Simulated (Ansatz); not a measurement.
A nudged elastic band was laid between two geometries of AlClH4OSi (8 atoms, charge 0, multiplicity 1).

All numbers below come from RKS PBE-D4/def2-SVP (Ansatz).

* movable images: 5
* climbing image: yes
* spring: 5.0 eV/Å²
* optimiser: quadratic models (default)
* start path: IDPP
* force threshold: 0.2 eV/Å
* iteration limit: 60
* end points: relaxed

First end point:

```xyz
8
Properties=species:S:1:pos:R:3
O -1.669 -0.837 0.858
Si -0.799 -0.215 -0.457
Al 1.505 0.378 0.196
Cl 2.930 0.740 -1.343
H -1.724 -0.242 1.626
H -1.495 0.971 -1.098
H -0.791 -1.319 -1.479
H 2.043 0.525 1.697
```

Last end point:

```xyz
8
Properties=species:S:1:pos:R:3
O -1.709 -0.491 0.562
Si -0.690 -0.273 -0.771
Al 1.496 0.312 0.193
Cl 1.163 0.814 2.252
H -1.385 -0.034 1.362
H -1.187 0.812 -1.703
H -0.692 -1.549 -1.571
H 3.003 0.407 -0.324
```

Problem. What changes between the two ends?

Solution. No bond is made or broken. The dihedral O1–Si2–Al3–Cl4 goes from 166 to -14°.

Problem. Give the energies along the band, and the barrier.

Solution. The forces met the threshold. The highest image is number 3 of 0 to 6, 0.045 eV above the first end and 0.098 eV above the last; the last end lies 0.053 eV below the first. The threshold of 0.2 eV/Å is loose, so the images may lie well off the minimum-energy path. The order of the stationary point at the top wasn't checked.

| image | path coordinate (Å) | energy (eV) | dihedral O1–Si2–Al3–Cl4 (°) |
| --- | --- | --- | --- |
| 0 | 0.00 | 0.000 | 166 |
| 1 | 0.96 | 0.014 | -164 |
| 2 | 1.92 | 0.041 | -133 |
| 3 | 2.87 | 0.045 | -105 |
| 4 | 3.88 | 0.032 | -72 |
| 5 | 4.85 | -0.023 | -44 |
| 6 | 5.81 | -0.053 | -14 |

Problem. What is the geometry of the highest image?

Solution. 
```xyz
8
Properties=species:S:1:pos:R:3:forces:R:3
O -1.890 -0.302 0.667 0.03 0.02 -0.05
Si -0.692 -0.431 -0.531 0.06 -0.04 0.05
Al 1.544 0.151 0.368 -0.02 0.02 0.00
Cl 2.286 2.066 -0.205 0.02 0.02 0.00
H -1.994 0.593 1.034 -0.03 0.03 0.01
H -0.965 0.434 -1.742 -0.06 0.01 0.01
H -0.770 -1.863 -0.977 0.02 -0.04 -0.01
H 2.481 -0.649 1.387 -0.02 -0.03 -0.01
```

Run time: 56 s on 1 thread of Arm Neoverse V2, on a shared host, peak memory 0.12 GiB.
